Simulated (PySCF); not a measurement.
A GIAO shielding run with PySCF (density fitting, non-relativistic, gas phase) on SMILES C=CCOC[C@@H](C)[S-], [C6H11OS]-:

```
$ OMP_NUM_THREADS=1 python probes_run.py task.json out

{"job": {"kind": "nmr", "xc": "PBE0", "basis": "pcSseg-1"}, "charge": -1, "multiplicity": 1}
C      3.600833     0.836845     0.316195
C      2.337381     0.928436    -0.087583
C      1.361089    -0.177677    -0.088956
O      0.495198    -0.086215    -1.216512
C     -0.766504    -0.678004    -0.999874
C     -1.655717     0.053392     0.013072
C     -3.121578    -0.290322    -0.236801
S     -1.207799    -0.369110     1.725383
H      4.020146    -0.098570     0.649866
H      4.253495     1.693992     0.354113
H      1.937875     1.879029    -0.415973
H      1.860668    -1.159881    -0.082362
H      0.724944    -0.124624     0.835281
H     -0.646550    -1.726156    -0.681073
H     -1.244296    -0.666004    -1.990002
H     -1.508273     1.135588    -0.118703
H     -3.441651     0.021072    -1.235561
H     -3.264550    -1.366065    -0.138737
H     -3.744518     0.203525     0.506968
```

Hardware: 1 thread of an Intel Xeon Platinum 8488C, shared host. The job also computes population analyses, field gradients.

Task: How large is the calculation?

Result: 72 electrons, 198 basis functions and 1046 auxiliary functions.

Task: How long does it take, and how much memory does it need?

Result: 36 s of wall time, with 14 SCF cycles and 5 response iterations; peak memory 0.97 GiB. Times on a shared host scatter by some tens of per cent.
